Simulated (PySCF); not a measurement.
C4F2O2.
InChI=1S/C4F2O2/c5-3(7)1-2-4(6)8

The closed-shell ground state was solved at several levels (PySCF, density fitting, gas phase, non-relativistic). Isolated species at its GFN2-xTB geometry, gas phase.

```json
{"level": "B3LYP/pcJ-1", "basis functions": "216", "HOMO (eV)": "-9.68", "LUMO (eV)": "-3.15", "gap (eV)": "6.53", "dipole (D)": "0.67"}
{"level": "PBE0/pcSseg-1", "basis functions": "136", "HOMO (eV)": "-9.96", "LUMO (eV)": "-2.94", "gap (eV)": "7.02", "dipole (D)": "0.67"}
```

What might B3LYP/def2-SVPD (172 basis functions) give for the same quantities?

HOMO -9.77 eV, LUMO -3.27 eV, gap 6.50 eV, dipole 0.65 D.

Over all these levels, which gives the widest orbital gap and which the narrowest?

PBE0/pcSseg-1 (global hybrid, 25 % exact exchange) has the widest, 7.02 eV, and B3LYP/def2-SVPD (global hybrid, 20 % exact exchange) the narrowest, 6.50 eV. Functional and basis both differ between the two, so the spread mixes both effects.

How far do the dipole and the HOMO energy spread over the levels?

The dipole runs from 0.65 to 0.67 D (mean 0.66 D) and the HOMO from -9.96 to -9.68 eV.
